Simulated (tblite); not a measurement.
C5H10OSi.
SMILES with atom numbers: `[CH2:1]=[C:2]([O:3][SiH3:4])[CH:5]1[CH2:6][CH2:7]1` (hydrogens: H8, H9 on C1; H10, H11, H12 on Si4; H13 on C5; H14, H15 on C6; H16, H17 on C7)

Geometry (GFN2-xTB, Å), atoms numbered from 1 in this order:
```
atom  x, y, z in Å
C1     0.2631    1.0685   -0.8900
C2     0.2689    0.1343    0.0527
O3     1.3691   -0.1941    0.7706
Si4    2.9047    0.3344    0.7880
C5    -0.9055   -0.6776    0.4559
C6    -1.9333   -1.1167   -0.5524
C7    -2.2911   -0.0904    0.4693
H8     1.1528    1.6190   -1.1342
H9    -0.6272    1.3053   -1.4404
H10    3.4283   -0.5279    1.8355
H11    2.9720    1.7578    1.1264
H12    3.5506    0.1246   -0.5096
H13   -0.6602   -1.3774    1.2452
H14   -1.7998   -0.7994   -1.5749
H15   -2.3456   -2.1094   -0.4536
H16   -2.9506   -0.3731    1.2755
H17   -2.4032    0.9342    0.1514
```

All values are computed: GFN2-xTB (tblite) harmonic vibrations without scaling, gas phase. Errors from tens to a few hundred cm⁻¹ against measured bands are possible. Modes of hydrogen on silicon can be 10 to 20 % off. One conformer, not necessarily the lowest.

Harmonic wavenumbers (cm⁻¹): 44.7, 84.7, 137.3, 145.6, 253.2, 264.4, 341.8, 479.0, 590.4, 613.5, 630.2, 704.3, 757.8, 760.5, 799.9, 808.3, 824.6, 825.4, 846.4, 866.6, 963.6, 995.1, 1046.5, 1067.7, 1072.6, 1085.8, 1097.3, 1155.8, 1215.0, 1263.9, 1378.7, 1405.6, 1434.6, 1487.3, 1699.8, 2229.8, 2256.9, 2341.3, 3058.4, 3089.1, 3091.1, 3099.7, 3115.7, 3132.5, 3165.3.

A = 6242, B = 1072, C = 996.2 MHz; mass 114.050 u (most abundant isotopes); point group Cs, symmetry number 1.

Task: Zero-point energy?

Result: ½Σν̃ = 28864 cm⁻¹ = 82.53 kcal/mol.

Task: Give the ideal-gas entropy at 298.15 K and 1 bar in the rigid-rotor, harmonic-oscillator model (classical rotation).

Result: Translation 40.14, rotation 28.27, vibration 23.59: S = 92.0 cal/(mol K).

Task: And Cp and H(298.15 K) − H(0)?

Result: Cp = 34.37 cal/(mol K), of which vibrations give 26.42 (their classical limit is 45 R = 89.4); H(298.15 K) − H(0) = 6.11 kcal/mol without the zero-point energy, 3.74 from vibrations.

Task: Blend soft modes into free rotors: weight 1/[1 + (100 cm⁻¹/ν̃)⁴] for the oscillator and the rest for a rotor with moment μB/(μ + B), μ = h/(8π²ν), B = 10⁻⁴⁴ kg m². What vibrational entropy results?

Result: 21.66 cal/(mol K) in place of 23.59, which changes −T·S at 298.15 K by +0.57 kcal/mol.

Task: Which modes carry the vibrational entropy at 298.15 K?

Result: 44.7 cm⁻¹: 5.04; 84.7 cm⁻¹: 3.78; 137.3 cm⁻¹: 2.84; 145.6 cm⁻¹: 2.73; 253.2 cm⁻¹: 1.71; 264.4 cm⁻¹: 1.63 cal/(mol K); the other 39 give 5.86 together.

Task: What must be added to the electronic energy to get the Gibbs energy at 298.15 K and 1 bar?

Result: ZPE + [H(298.15 K) − H(0)] − T·S = 82.53 + 6.11 − 27.43 = 61.21 kcal/mol.

Hindered rotation and anharmonicity are outside this model. Other conformers, if any are populated, would add a mixing term that is left out.
